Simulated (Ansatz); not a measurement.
Reactions of C₃H₅NSe, SMILES `[SeH]C1CC=N1`.

Computed with Ansatz on PBE0-D4/def2-TZVP structures; ΔE is electronic, products minus reactants. CCSD(T)/CBS is the MP2 limit (def2-TZVPP, def2-QZVPP) plus CCSD(T) − MP2 in def2-TZVPP, frozen cores. This one scheme is used for every species. Functionals use def2-TZVPP. B3LYP here is the variant with VWN-RPA as its local correlation; programs differ in this. For Se outer-core shells are correlated without core-valence functions, which leaves a few kJ/mol of doubt a bond. Scalar relativity is left out up to krypton. One conformer a species, not always the lowest.

| reaction | CCSD(T)/CBS(def2) (eV) |
| --- | --- |
| `[SeH]C1CC=N1` + H₂ → `C1=NCC1` + H₂Se | -0.57 |
| `[SeH]C1CC=N1` + `CSC` → `CSC[SeH]` + `C1=NCC1` | 0.05 |
| `[SeH]C1CC=N1` → `C=C/N=C\[SeH]` | ? |
| `[SeH]C1CC=N1` + `[CH3][AlH][OH]` → `[CH3][Al]([OH])[SeH]` + `C1=NCC1` | -1.70 |

Problem. Fill in the missing values. (Estimate.)

Solution. Ansatz gave: `[SeH]C1CC=N1` → `C=C/N=C\[SeH]`: -0.34 eV.

Largest T1 diagnostic: 0.013, for `C=C/N=C\[SeH]`.
